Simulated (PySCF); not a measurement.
PySCF input file for C5H7O, SMILES O=C1C[CH]CC1, multiplicity 2, TDA-CAM-B3LYP/def2-SVPD. Geometry optimised at ωB97X-D3(BJ)/def2-SVP. The isomer is the one that the SMILES or the coordinates give; other isomers of the formula were not compared. One conformer was computed; it need not be the lowest.

```python
import numpy as np
from pyscf import gto, scf, dft, tdscf

mol = gto.M(
    atom='''
    O     0.83817233    1.84928408    0.49908416
    C     0.38148684    0.78745248    0.16364660
    C     1.15240468   -0.53523033    0.11440280
    C     0.11593300   -1.56032427   -0.19985282
    C    -1.26971503   -0.97858076   -0.24071491
    C    -1.05820951    0.54340268   -0.29031582
    H     1.67367707   -0.68852509    1.07956356
    H     1.95731799   -0.45693096   -0.64261110
    H     0.32082795   -2.62974245   -0.28624600
    H    -1.84189870   -1.26484643    0.66530591
    H    -1.85890648   -1.35748335   -1.09362838
    H    -1.13423033    0.92917896   -1.32178128
    H    -1.75356584    1.13375781    0.32372888
    ''',
    basis='def2-SVPD',
    charge=0,
    spin=1,
    max_memory=1600,
    verbose=4,
)
mf = dft.UKS(mol, xc='cam-b3lyp').density_fit(auxbasis='def2-universal-jkfit')
mf.grids.level = 3
mf.conv_tol = 1e-9
mf.max_cycle = 100
mf.kernel()
fine, coarse = mf.grids, dft.Grids(mol).set(level=1).build(with_non0tab=True)
for _ in range(3):  # follow internal instabilities
    mf.grids = coarse
    mo, _, stable, _ = mf.stability(return_status=True, nroots=4)
    mf.grids = fine
    if stable:
        break
    mf.kernel(mf.make_rdm1(mo, mf.mo_occ))
mf.grids = dft.Grids(mol).set(level=1).build(with_non0tab=True)  # coarser grid for the response kernel
td = tdscf.TDA(mf)
td.nstates = 10
td.conv_tol = 1e-4
td.positive_eig_threshold = 1e-6
td.kernel(x0=td.get_init_guess(mf, 15))
td.analyze()
```

It prints:

```
PySCF version 2.14.0

[INPUT] verbose = 4
[INPUT] num. atoms = 13
[INPUT] num. electrons = 45
[INPUT] charge = 0
[INPUT] spin (= nelec alpha-beta = 2S) = 1
[INPUT] symmetry False subgroup None
[INPUT] Mole.unit = angstrom
[INPUT] Symbol           X                Y                Z      unit          X                Y                Z       unit  Magmom
[INPUT]  1 O      0.838172330000   1.849284080000   0.499084160000 AA    1.583916148889   3.494640437718   0.943132375509 Bohr   0.0
[INPUT]  2 C      0.381486840000   0.787452480000   0.163646600000 AA    0.720905647726   1.488069523310   0.309247255216 Bohr   0.0
[INPUT]  3 C      1.152404680000  -0.535230330000   0.114402800000 AA    2.177729229867  -1.011438737261   0.216189959883 Bohr   0.0
[INPUT]  4 C      0.115933000000  -1.560324270000  -0.199852820000 AA    0.219081618799  -2.948585535812  -0.377667095022 Bohr   0.0
[INPUT]  5 C     -1.269715030000  -0.978580760000  -0.240714910000 AA   -2.399413662944  -1.849249627169  -0.454885253999 Bohr   0.0
[INPUT]  6 C     -1.058209510000   0.543402680000  -0.290315820000 AA   -1.999726156310   1.026882240555  -0.548617389429 Bohr   0.0
[INPUT]  7 H      1.673677070000  -0.688525090000   1.079563560000 AA    3.162791283265  -1.301123849992   2.040079462460 Bohr   0.0
[INPUT]  8 H      1.957317990000  -0.456930960000  -0.642611100000 AA    3.698794939784  -0.863474372235  -1.214358983605 Bohr   0.0
[INPUT]  9 H      0.320827950000  -2.629742450000  -0.286246000000 AA    0.606276958606  -4.969493008643  -0.540926544252 Bohr   0.0
[INPUT] 10 H     -1.841898700000  -1.264846430000   0.665305910000 AA   -3.480684092192  -2.390213342334   1.257245958955 Bohr   0.0
[INPUT] 11 H     -1.858906480000  -1.357483350000  -1.093628380000 AA   -3.512824138379  -2.565271750157  -2.066658120252 Bohr   0.0
[INPUT] 12 H     -1.134230330000   0.929178960000  -1.321781280000 AA   -2.143384685875   1.755893755108  -2.497804615777 Bohr   0.0
[INPUT] 13 H     -1.753565840000   1.133757810000   0.323728880000 AA   -3.313759178993   2.142491752487   0.611758921812 Bohr   0.0

nuclear repulsion = 224.722835258968
number of shells = 77
number of NR pGTOs = 253
number of NR cGTOs = 179
basis = def2-SVPD
ecp = {}


[settings echo left out]
init E= -270.376561709042
  alpha nocc = 23  HOMO = -0.148279572506865  LUMO = -0.0713079940521979
  beta  nocc = 22  HOMO = -0.317197225524846  LUMO = -0.148279572506865

WARN: HOMO -0.148279572506865 >= LUMO -0.148279572506865

cycle= 1 E= -269.455028337378  delta_E= 0.922  |g|= 0.554  |ddm|= 3.63
  alpha nocc = 23  HOMO = -0.17267430416289  LUMO = 0.0336761297190513
  beta  nocc = 22  HOMO = -0.172452928793665  LUMO = -0.0299632996768944
  HOMO = -0.172452928794  LUMO = -0.0299632996769  gap/eV = 3.87734
cycle= 2 E= -269.233940760686  delta_E= 0.221  |g|= 0.977  |ddm|= 1.87
  alpha nocc = 23  HOMO = -0.252512648122344  LUMO = 0.0200024390456846
  beta  nocc = 22  HOMO = -0.30824393441811  LUMO = -0.0126079131949339
  HOMO = -0.252512648122  LUMO = -0.0126079131949  gap/eV = 6.52814
cycle= 3 E= -269.587908990604  delta_E= -0.354  |g|= 0.0548  |ddm|= 1.31
  alpha nocc = 23  HOMO = -0.26974491808384  LUMO = 0.0177724005440223
  beta  nocc = 22  HOMO = -0.31925563414798  LUMO = -0.0215787725681129
  HOMO = -0.269744918084  LUMO = -0.0215787725681  gap/eV = 6.75294
cycle= 4 E= -269.589266198003  delta_E= -0.00136  |g|= 0.0323  |ddm|= 0.13
  alpha nocc = 23  HOMO = -0.264491365350181  LUMO = 0.0219285023064089
  beta  nocc = 22  HOMO = -0.317513748926832  LUMO = -0.0135480209089915
  HOMO = -0.26449136535  LUMO = -0.013548020909  gap/eV = 6.82852
cycle= 5 E= -269.589850016402  delta_E= -0.000584  |g|= 0.00502  |ddm|= 0.0637
  alpha nocc = 23  HOMO = -0.265739785088154  LUMO = 0.0221663883632699
  beta  nocc = 22  HOMO = -0.317861954667369  LUMO = -0.0130624984980163
  HOMO = -0.265739785088  LUMO = -0.013062498498  gap/eV = 6.87570
cycle= 6 E= -269.589880570665  delta_E= -3.06e-05  |g|= 0.00164  |ddm|= 0.0176
  alpha nocc = 23  HOMO = -0.265895214066158  LUMO = 0.0218606462667426
  beta  nocc = 22  HOMO = -0.318300967159021  LUMO = -0.0127333760917936
  HOMO = -0.265895214066  LUMO = -0.0127333760918  gap/eV = 6.88888
cycle= 7 E= -269.58988410312  delta_E= -3.53e-06  |g|= 0.000872  |ddm|= 0.00647
  alpha nocc = 23  HOMO = -0.266009596214807  LUMO = 0.0219932698487173
  beta  nocc = 22  HOMO = -0.318139974811005  LUMO = -0.0127105245362338
  HOMO = -0.266009596215  LUMO = -0.0127105245362  gap/eV = 6.89262
cycle= 8 E= -269.589884688906  delta_E= -5.86e-07  |g|= 0.000208  |ddm|= 0.00207
  alpha nocc = 23  HOMO = -0.266026776914805  LUMO = 0.0220103524634938
  beta  nocc = 22  HOMO = -0.318133673507122  LUMO = -0.0126979853699205
  HOMO = -0.266026776915  LUMO = -0.0126979853699  gap/eV = 6.89343
cycle= 9 E= -269.589884750798  delta_E= -6.19e-08  |g|= 5.66e-05  |ddm|= 0.000909
  alpha nocc = 23  HOMO = -0.266018913232835  LUMO = 0.0219980418885313
  beta  nocc = 22  HOMO = -0.318144781719099  LUMO = -0.0126933708317636
  HOMO = -0.266018913233  LUMO = -0.0126933708318  gap/eV = 6.89334
cycle= 10 E= -269.589884754177  delta_E= -3.38e-09  |g|= 3.28e-05  |ddm|= 0.000189
  alpha nocc = 23  HOMO = -0.266021267988183  LUMO = 0.0220040415782008
  beta  nocc = 22  HOMO = -0.31813847649321  LUMO = -0.0126954310883995
  HOMO = -0.266021267988  LUMO = -0.0126954310884  gap/eV = 6.89335
cycle= 11 E= -269.589884755171  delta_E= -9.94e-10  |g|= 1.12e-05  |ddm|= 7.77e-05
  alpha nocc = 23  HOMO = -0.266020853404208  LUMO = 0.0220032471255829
  beta  nocc = 22  HOMO = -0.318137965137388  LUMO = -0.0126956878094209
  HOMO = -0.266020853404  LUMO = -0.0126956878094  gap/eV = 6.89333
Extra cycle  E= -269.589884755355  delta_E= -1.84e-10  |g|= 1.13e-05  |ddm|= 3.31e-05
converged SCF energy = -269.589884755355  <S^2> = 0.75489365  2S+1 = 2.0048877
tot grids = 48384
uhf_internal: lowest eigs of H = [0.24932902 0.29561707 0.32677204 0.33137205]
<class 'pyscf.df.df_jk.DFUKS'> wavefunction is stable in the internal stability analysis
tot grids = 48384
Overwritten attributes  positive_eig_threshold  of <class 'pyscf.tdscf.uks.TDA'>


******** <class 'pyscf.tdscf.uks.TDA'> for <class 'pyscf.df.df_jk.DFUKS'> ********
nstates = 10
deg_eia_thresh = 1.000e-03
wfnsym = None
conv_tol = 0.0001
eigh lindep = 1e-12
eigh level_shift = 0
eigh max_cycle = 100


Excitation energies (eV)
[3.79301588 4.32140029 4.44181465 5.15487202 5.25965744 5.95014965
 6.15604888 6.28603304 6.64002737 6.93233874]

** Excitation energies and oscillator strengths **
Excited State   1:      3.79302 eV    326.87 nm  f=0.0000
      22a ->   24a      0.68036
      22a ->   25a     -0.10008
      22b ->   23b     -0.27890
      22b ->   24b     -0.61780
      22b ->   25b      0.12078
Excited State   2:      4.32140 eV    286.91 nm  f=0.0001
      22a ->   24a     -0.65908
      23a ->   24a     -0.20726
      22b ->   23b     -0.35510
      22b ->   24b     -0.58149
      22b ->   25b      0.10977
Excited State   3:      4.44181 eV    279.13 nm  f=0.0024
      22a ->   24a     -0.18441
      23a ->   24a      0.96871
Excited State   4:      5.15487 eV    240.52 nm  f=0.0006
      23a ->   25a      0.11536
      16b ->   23b      0.11216
      22b ->   23b     -0.85905
      22b ->   24b      0.43165
Excited State   5:      5.25966 eV    235.73 nm  f=0.0006
      23a ->   25a     -0.92857
      23a ->   26a      0.21405
      23a ->   27a     -0.21876
      22b ->   23b     -0.11363
Excited State   6:      5.95015 eV    208.37 nm  f=0.0002
      15a ->   24a     -0.10653
      18a ->   24a     -0.26298
      21a ->   24a     -0.59171
      13b ->   24b      0.10220
      15b ->   24b      0.11726
      18b ->   24b      0.26636
      21b ->   23b      0.21914
      21b ->   24b      0.53698
      21b ->   25b     -0.10626
Excited State   7:      6.15605 eV    201.40 nm  f=0.0035
      23a ->   25a     -0.25715
      23a ->   26a     -0.81184
      23a ->   27a      0.27532
      23a ->   28a     -0.28378
      23a ->   29a      0.12841
      23a ->   30a     -0.11164
      23a ->   31a      0.17912
      23a ->   32a      0.15942
Excited State   8:      6.28603 eV    197.24 nm  f=0.0014
      23a ->   25a      0.10479
      23a ->   26a     -0.39409
      23a ->   27a     -0.85162
      23a ->   28a      0.21614
      23a ->   30a      0.14912
Excited State   9:      6.64003 eV    186.72 nm  f=0.0001
      18b ->   23b     -0.12512
      19b ->   23b     -0.54699
      19b ->   24b      0.10195
      20b ->   23b      0.77099
      20b ->   24b     -0.14367
Excited State  10:      6.93234 eV    178.85 nm  f=0.0007
      22a ->   25a      0.59988
      22a ->   26a      0.31793
      23a ->   28a     -0.22256
      23a ->   30a      0.11773
      19b ->   23b     -0.10452
      22b ->   24b     -0.11732
      22b ->   25b     -0.53395
      22b ->   26b     -0.28370

** Transition electric dipole moments (AU) **
state          X           Y           Z        Dip. S.      Osc.
  1         0.0063      0.0021      0.0063      0.0001      0.0000
  2        -0.0248     -0.0016     -0.0029      0.0006      0.0001
  3         0.1139      0.0831      0.0486      0.0222      0.0024
  4         0.0190     -0.0266      0.0613      0.0048      0.0006
  5        -0.0025      0.0652     -0.0252      0.0049      0.0006
  6         0.0368      0.0140      0.0065      0.0016      0.0002
  7        -0.0646      0.0170      0.1364      0.0231      0.0035
  8         0.0374     -0.0250     -0.0828      0.0089      0.0014
  9         0.0131     -0.0190     -0.0139      0.0007      0.0001
 10        -0.0404      0.0172      0.0470      0.0041      0.0007

** Transition velocity dipole moments (imaginary part, AU) **
state          X           Y           Z        Dip. S.      Osc.
  1         0.0002     -0.0001      0.0006      0.0000      0.0000
  2        -0.0024      0.0016      0.0000      0.0000      0.0000
  3         0.0031      0.0018      0.0040      0.0000      0.0001
  4         0.0028     -0.0031      0.0095      0.0001      0.0004
  5         0.0000      0.0044     -0.0137      0.0002      0.0007
  6         0.0018      0.0016     -0.0003      0.0000      0.0000
  7        -0.0162     -0.0077      0.0662      0.0047      0.0139
  8         0.0076     -0.0008     -0.0267      0.0008      0.0022
  9        -0.0009     -0.0034     -0.0081      0.0001      0.0002
 10        -0.0069      0.0002      0.0135      0.0002      0.0006

** Transition magnetic dipole moments (imaginary part, AU) **
state          X           Y           Z
  1         0.0258     -0.0103      0.0076
  2         0.4244      0.8821      0.2860
  3         0.0852      0.2452      0.2824
  4         0.2750     -0.2782     -0.0578
  5        -0.3776     -0.1277      0.0449
  6        -0.0195      0.0100     -0.0231
  7         0.2973      0.1498      0.1593
  8        -0.1862      0.4925     -0.0206
  9        -0.2316     -0.6615     -0.1121
 10         0.0736     -0.0298      0.0171
```

The calculation finished and met its thresholds.
